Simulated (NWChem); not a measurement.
Species: trisilane (Si₃H₈); SMILES [SiH2]([SiH3])[SiH3]

All runs: NWChem. Coordinates come from a PBE0/def2-SVP optimisation. Level PBE/def2-TZVP: energy and gradient; each run changes one setting, and changes count from the defaults (medium grid, exact Coulomb integrals, symmetry on).

```json
[
 {"setting": "defaults", "size of the energy change (μHa)": "< 10", "largest change of a gradient component (μHa/bohr)": "< 30", "time, defaults = 1 (rough)": "about 1"},
 {"setting": "symmetry off", "size of the energy change (μHa)": "< 10", "largest change of a gradient component (μHa/bohr)": "other frame", "time, defaults = 1 (rough)": "2"},
 {"setting": "Coulomb fitting, Weigend set", "size of the energy change (μHa)": "600", "largest change of a gradient component (μHa/bohr)": "100", "time, defaults = 1 (rough)": "0.3"},
 {"setting": "Coulomb fitting, Ahlrichs set", "size of the energy change (μHa)": "500", "largest change of a gradient component (μHa/bohr)": "100", "time, defaults = 1 (rough)": "0.3"},
 {"setting": "tight SCF thresholds and tolerances", "size of the energy change (μHa)": "< 10", "largest change of a gradient component (μHa/bohr)": "< 30", "time, defaults = 1 (rough)": "about 1"}
]
```
